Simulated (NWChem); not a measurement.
SnNH$_{2}$I, singlet; SMILES [NH2][Sn][I]

```xyz
5

Sn     0.3214     1.2872    -0.0020
I     -0.0639    -1.4583     0.0023
N     -1.6553     1.7210    -0.0023
H     -2.3987     1.0277    -0.0011
H     -2.0251     2.6675    -0.0037
```
Atoms are numbered in this order, from 1.

Level: PBE0/def2-SVP with def2 effective core potentials on Sn, I (NWChem), optimised geometry, unscaled harmonic frequencies. Low-valent species are run as closed-shell singlets; no triplet was tried in these runs. def2 effective core potentials on Sn, I; no spin-orbit coupling.

List the harmonic frequencies with IR intensities, and the thermochemistry.


```json
[
 {"frequency (cm⁻¹)": "136", "IR intensity (km/mol)": "0.6"},
 {"frequency (cm⁻¹)": "187", "IR intensity (km/mol)": "23.7"},
 {"frequency (cm⁻¹)": "381", "IR intensity (km/mol)": "171.1"},
 {"frequency (cm⁻¹)": "448", "IR intensity (km/mol)": "46.3"},
 {"frequency (cm⁻¹)": "611", "IR intensity (km/mol)": "59.3"},
 {"frequency (cm⁻¹)": "643", "IR intensity (km/mol)": "27.2"},
 {"frequency (cm⁻¹)": "1498", "IR intensity (km/mol)": "22.7"},
 {"frequency (cm⁻¹)": "3573", "IR intensity (km/mol)": "33.3"},
 {"frequency (cm⁻¹)": "3695", "IR intensity (km/mol)": "33.1"}
]
```

* **zero-point energy**: 16.0 kcal/mol
* **thermal correction to the enthalpy at 298.15 K (with zero-point energy)**: 19.7 kcal/mol
* **heat capacity Cv**: 14.6 cal/(mol K)
* **entropy at 298.15 K and 1 atm (symmetry number 1)**: 78.5 cal/(mol K)

Rigid rotor and harmonic oscillator.
